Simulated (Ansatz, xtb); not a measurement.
## Two isomers of C5H9B

Structure X: `B/C=C/C=C/C`, a singlet. Structure Y: `B/C=C(\C)C=C`, a singlet. Both are isolated molecules in the gas phase, relaxed with PBE0-D3(BJ)/def2-SVP; the shapes shown needn't be the lowest conformers.

X (Å):

| atom | x (Å) | y (Å) | z (Å) |
| --- | --- | --- | --- |
| C | 1.6902 | 0.3941 | 0.5116 |
| C | 0.4308 | -0.0257 | 0.8112 |
| C | -0.6206 | 0.7943 | 1.3647 |
| C | -1.8522 | 0.3248 | 1.6436 |
| C | -2.9709 | 1.1196 | 2.2135 |
| B | 2.7293 | -0.5641 | -0.0723 |
| H | 2.4197 | -1.7201 | -0.2709 |
| H | 3.8527 | -0.2027 | -0.3421 |
| H | 1.9226 | 1.4490 | 0.7090 |
| H | 0.1757 | -1.0771 | 0.6218 |
| H | -0.3864 | 1.8479 | 1.5612 |
| H | -2.0560 | -0.7341 | 1.4359 |
| H | -3.8459 | 1.1051 | 1.5415 |
| H | -3.3124 | 0.6880 | 3.1698 |
| H | -2.6848 | 2.1665 | 2.3880 |

Y (Å):

```xyz
15

C     0.7170    0.2711    0.1200
C    -0.2494    0.4677    1.0695
C    -0.8193   -0.6296    1.9119
C    -0.7604    1.8230    1.2809
C    -1.7014    2.1776    2.1688
B     1.3843   -1.0544   -0.2586
H     1.0994   -2.1007    0.2785
H     2.2295   -1.0764   -1.1252
H     1.0281    1.1802   -0.4113
H    -0.6557   -0.4192    2.9811
H    -0.3684   -1.5982    1.6727
H    -1.9089   -0.7020    1.7646
H    -0.3167    2.5958    0.6438
H    -2.0247    3.2173    2.2598
H    -2.1811    1.4535    2.8324
```

Quicker runs give these differences E(Y) − E(X): GFN2-xTB +0.058 eV; HF/STO-3G +0.116 eV (at GFN2-xTB geometries); r2SCAN-D4/def2-SVP +0.039 eV (at GFN2-xTB geometries).

Question: Estimate E(Y) − E(X) at the level CCSD(T)/def2-SVP + ΔMP2/def2-TZVPP.

Answer: Too close to call at this level: CCSD(T)/def2-SVP + ΔMP2/def2-TZVPP gives E(Y) − E(X) = +0.060 eV.

Level by level:

```json
{"level": "GFN2-xTB", "geometry": "GFN2-xTB", "E(Y) − E(X) (eV)": "+0.058", "departure from the last row (eV)": "−0.002", "job, with rough time for the two": "optimisation, 0.19 s"}
{"level": "HF/STO-3G", "geometry": "GFN2-xTB", "E(Y) − E(X) (eV)": "+0.116", "departure from the last row (eV)": "+0.056", "job, with rough time for the two": "single point, 0.34 s"}
{"level": "r2SCAN-D4/def2-SVP", "geometry": "GFN2-xTB", "E(Y) − E(X) (eV)": "+0.039", "departure from the last row (eV)": "−0.020", "job, with rough time for the two": "single point, 3.1 s"}
{"level": "PBE0-D3(BJ)/def2-SVP", "geometry": "PBE0-D3(BJ)/def2-SVP", "E(Y) − E(X) (eV)": "+0.115", "departure from the last row (eV)": "+0.056", "job, with rough time for the two": "optimisation, 69 s"}
{"level": "HF/def2-SVP", "geometry": "PBE0-D3(BJ)/def2-SVP", "E(Y) − E(X) (eV)": "+0.184", "departure from the last row (eV)": "+0.124", "job, with rough time for the two": "part of the CCSD(T) run"}
{"level": "MP2/def2-SVP", "geometry": "PBE0-D3(BJ)/def2-SVP", "E(Y) − E(X) (eV)": "+0.102", "departure from the last row (eV)": "+0.043", "job, with rough time for the two": "part of the CCSD(T) run"}
{"level": "CCSD(T)/def2-SVP", "geometry": "PBE0-D3(BJ)/def2-SVP", "E(Y) − E(X) (eV)": "+0.096", "departure from the last row (eV)": "+0.036", "job, with rough time for the two": "single point"}
{"level": "CCSD(T)/def2-SVP + ΔMP2/def2-TZVPP", "geometry": "PBE0-D3(BJ)/def2-SVP", "E(Y) − E(X) (eV)": "+0.060", "departure from the last row (eV)": "", "job, with rough time for the two": "single point, 47 s"}
```

As drawn, both hold the same kinds of bond in the same numbers.

The largest departure from CCSD(T)/def2-SVP + ΔMP2/def2-TZVPP is that of HF/def2-SVP, 0.124 eV. The last row adds to CCSD(T) the change of the MP2 difference between the two basis sets, here −0.036 eV.

With thermal terms from frequencies at re-optimised GFN2-xTB minima (ideal gas, soft modes damped towards free rotors, one conformer each, 298.15 K, 1 atm): the zero-point term adds +0.003 eV; ΔH is +0.061 and ΔG +0.059 eV.

The correlated steps freeze 6 core orbitals. Codes used: Ansatz 0.2.0, xtb 6.7.1; the last row on 2 threads of Intel(R) Xeon(R) 6975P-C (Granite Rapids) on a shared host.
